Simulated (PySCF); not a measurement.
Species: C5H5NO2S.
SMILES with atom numbers: `[CH3:1][C:2](=[O:3])[O:4][c:5]1[cH:6][cH:7][s:8][n:9]1` (hydrogens: H10, H11, H12 on C1; H13 on C6; H14 on C7)

Geometry (GFN2-xTB, Å), atoms numbered from 1 in this order:
```
atom  x, y, z in Å
C1    -2.749    0.067   -0.422
C2    -1.390   -0.131    0.187
O3    -1.175   -0.530    1.298
O4    -0.442    0.208   -0.712
C5     0.896    0.140   -0.459
C6     1.546   -0.114    0.776
C7     2.893   -0.075    0.586
S8     3.240    0.265   -1.057
N9     1.679    0.353   -1.488
H10   -2.858    1.102   -0.736
H11   -2.845   -0.564   -1.302
H12   -3.514   -0.188    0.305
H13    1.042   -0.310    1.702
H14    3.677   -0.222    1.300
```

Mayer bond orders were computed from the PBE0/pcSseg-1 density (PySCF). Geometry: GFN2-xTB, one conformer, isolated molecule. GFN2-xTB frequencies show an imaginary mode (22i cm⁻¹), so this geometry is no minimum at that level.

Task: The orders 0.95, 1.02, 1.21, 1.27, 1.53, 1.98 belong to the bonds C1–C2, C2–O3, O4–C5, C5–C6, C6–C7, C7–S8, in another order. Match them.

Result: O4–C5 0.95; C1–C2 1.02; C7–S8 1.21; C5–C6 1.27; C6–C7 1.53; C2–O3 1.98.

Task: Set the orders of all bonds between heavy atoms beside their lengths and the difference of the IAO charges at their ends.

Result: 
```tsv
bond	Mayer order	length (Å)	q(first) − q(second) (e)
C2–O3	1.975	1.199	+0.978
N9–C5	1.565	1.311	-0.764
C6–C7	1.533	1.362	+0.077
C5–C6	1.268	1.418	+0.517
C7–S8	1.207	1.714	-0.846
S8–N9	1.175	1.623	+1.015
C1–C2	1.020	1.503	-1.008
C2–O4	1.020	1.350	+0.832
O4–C5	0.952	1.363	-0.579
```

Mayer orders depend on the basis set.
